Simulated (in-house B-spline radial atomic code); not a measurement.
# Ionising Si3+ with different functionals

Computed with an all-electron radial atomic-structure program (B-spline basis): four-component Dirac-Coulomb Hamiltonian, Fermi nucleus of rms radius 3.1224 fm, spin-restricted, spherical fractional occupations for the functionals. The ionisation energy is the difference of two self-consistent energies, [Ne] 3s1 → [He] 2s2 2p6, without Breit or QED terms; ε is the level of the shell that loses the electron (mean over j).

Hybrids are left out here: with spherical fractional occupations of an open shell their exact exchange keeps a self-interaction that integer-occupation calculations don't have.

| method | rung | ΔSCF (eV) | -ε(3s) (eV) |
| --- | --- | --- | --- |
| LDA VWN5 | LDA | 45.09 | 39.69 |
| relativistic LDA | LDA | 45.08 | 39.67 |
| LDA PW92 | LDA | 45.09 | 39.69 |
| LDA exchange-only | LDA | 43.90 | 38.42 |
| PBE | GGA | 45.15 | 39.49 |
| PBEsol | GGA | 44.80 | 39.36 |
| BLYP | GGA | 45.47 | 39.63 |
| RPBE | GGA | 45.16 | 39.30 |
| PW91 | GGA | 45.22 | 39.54 |
| BP86 | GGA | 44.85 | 39.61 |
| AM05 | GGA | 44.69 | 39.31 |
| OLYP | GGA | 45.24 | 39.03 |

Task: How do they compare with the NIST value?

Result: NIST lists 45.142 eV (measured, ground level to ground level). Errors run from -1.24 to +0.32 eV; PBE is closest (+0.01 eV), but part of that can be cancellation, since the calculations leave out Breit-QED terms, spin polarisation.
